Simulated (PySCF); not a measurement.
```xyz
4
charge 0 multiplicity 3, angstrom
Rh   -0.1718    0.0000    0.0001
Cl    2.0330    0.0001   -0.0006
Cl   -0.7639    2.1608    0.0002
Cl   -0.7637   -2.1609    0.0002
```

Computed with UPBE0 in PySCF with Rh def2-SVP with ECP28, Cl def2-SVP; scalar-relativistic core potentials, no spin–orbit coupling; density-fitted integrals.

This geometry of RhCl₃ is a stationary point at this level.

(1) What is the point group?

(2) Is it a minimum?

(3) What are the dipole moment and the gap between the highest occupied and lowest empty levels of either spin?

(4) What is the atomisation energy, with and without zero-point energy?

Results:

(1) C2v.

(2) Yes: all harmonic wavenumbers are real.

(3) 0.53 D and 2.82 eV.

(4) 834 kJ/mol without, 826 kJ/mol with.

Only a few start shapes were tried, so a lower isomer may exist. With open d or f shells other occupations or spin states may lie lower. At this level a triplet minimum of C2v symmetry lies 6 kJ/mol below this structure.
